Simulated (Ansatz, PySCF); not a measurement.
Reaction R1 + R2 → P1, each structure at its B3LYP-D3(BJ)/def2-SVP stationary point, reached from a drawn start (curvature not checked).
R1, HInO (SMILES [OH][In]) (charge 0, multiplicity 1):
| atom | x (Å) | y (Å) | z (Å) |
|---|---|---|---|
| In | -0.5160 | 0.0000 | -1.4936 |
| O | 0.4474 | 0.0000 | 0.3026 |
| H | 0.0686 | 0.0000 | 1.1911 |
P1: HInO3 (SMILES [OH][In]1[O][O]1), charge 0, multiplicity 1.
R2: O2 (SMILES O=O), charge 0, multiplicity 3.

P less R. No zero-point or thermal terms; singlets are restricted closed shells; open shells are unrestricted; no spin–orbit coupling. One arrangement of each flexible species, with no search for the lowest.

Frozen-core correlation throughout. In cc and def2 sets filled d and f shells under p-block atoms count as core.

Run with Ansatz (an electronic-structure program); PySCF for M06-2X. Each number belongs to the level named beside it. Elements past Kr take the def2 small-core potentials, without spin–orbit coupling.

One of these levels gives 69.95 kcal/mol for the reaction energy. Which?
A. HF/def2-SVPD
B. MP2/def2-TZVPPD
C. M06-2X/def2-TZVPPD
D. PBE0/def2-TZVPPD

A, HF/def2-SVPD. The others give 33.44 (PBE0/def2-TZVPPD), 28.57 (M06-2X/def2-TZVPPD), 8.49 (MP2/def2-TZVPPD)
